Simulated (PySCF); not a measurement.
An equivalent PySCF input for Pb³⁺ (lead, charge +3), [Xe] 4f14 5d10 6s1, 2S determinant, with a scalar-relativistic core potential:

```python
from pyscf import gto, scf, dft, mp, cc
import basis_set_exchange as bse
txt = bse.get_basis("cc-pVTZ-PP", elements=["Pb"], fmt="nwchem", header=False)
cut = txt.index("\nECP")
mol = gto.M(atom="Pb 0 0 0", charge=3, spin=1, symmetry="D2h",
            basis=gto.basis.parse(txt[:cut]),
            ecp={"Pb": gto.basis.parse_ecp(txt[cut:])})
mf = dft.UKS(mol, xc="LDA,VWN")
mf.irrep_nelec = {'Ag': (4, 3), 'B1g': (1, 1), 'B2g': (1, 1), 'B3g': (1, 1), 'B1u': (1, 1), 'B2u': (1, 1), 'B3u': (1, 1)}
mf.kernel()
```

It reaches the same state as the run whose output follows, with an energy that differs only through the grid. The run itself started from symmetry-adapted Hartree-Fock orbitals and held the occupation by maximum overlap, on a logarithmic radial grid, so the iterations belong to that start.

```
SCF conv_tol = 1e-09
number electrons alpha = 10  beta = 9
XC functionals = LDA,VWN
    P. A. M. Dirac.,  Math. Proc. Cambridge Philos. Soc. 26, 376 (1930)
    F. Bloch.,  Z. Phys. 57, 545 (1929)
    S. H. Vosko, L. Wilk, and M. Nusair.,  Can. J. Phys. 58, 1200 (1980)
cycle= 1 E= -190.593927947528  delta_E= -0.0107  |g|= 0.0525  |ddm|= 0.547
cycle= 2 E= -190.59442799333  delta_E= -0.0005  |g|= 0.0342  |ddm|= 0.162
cycle= 3 E= -190.594779219139  delta_E= -0.000351  |g|= 0.000197  |ddm|= 0.058
cycle= 4 E= -190.594779233213  delta_E= -1.41e-08  |g|= 1.05e-05  |ddm|= 0.000318
cycle= 5 E= -190.594779233253  delta_E= -3.99e-11  |g|= 1.83e-07  |ddm|= 2.7e-05
converged SCF energy = -190.594779233253  <S^2> = 0.75028493  2S+1 = 2.0002849
```

Energies and moments cover only the electrons outside the core potential. Spin-orbit coupling, which splits the p, d and f shells strongly at this Z, is absent.
